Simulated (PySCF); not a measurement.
Task: Write a Z-matrix for `C[Si](C)(C)C` (TMS) as optimised with GFN2-xTB.

Result: 
Z-matrix in Å and degrees, rows numbered from 1:
```
C 
Si  1  1.9091
C   2  1.9090  1  109.48
C   2  1.9092  1  109.61  3   120.03
C   2  1.9090  1  109.53  3  -119.99
H   1  1.0859  2  111.36  3   -60.01
H   1  1.0859  2  111.41  3   179.92
H   1  1.0859  2  111.34  3    59.91
H   3  1.0859  2  111.36  1  -179.63
H   3  1.0859  2  111.40  1    60.35
H   3  1.0858  2  111.36  1   -59.65
H   4  1.0858  2  111.41  1   -59.95
H   4  1.0859  2  111.42  1    60.09
H   4  1.0860  2  111.34  1  -179.88
H   5  1.0859  2  111.43  1   -60.12
H   5  1.0858  2  111.39  1    59.92
H   5  1.0859  2  111.35  1   179.91
```

All 4 C–Si bonds measure 1.909 Å. Si2 (four-coordinate silicon) is tetrahedral (angles from 109.4° to 109.6°).

Structure optimised with GFN2-xTB, isolated species.

Point group: Td (tolerance 0.08 Å). GFN2-xTB frequencies: not computed here.
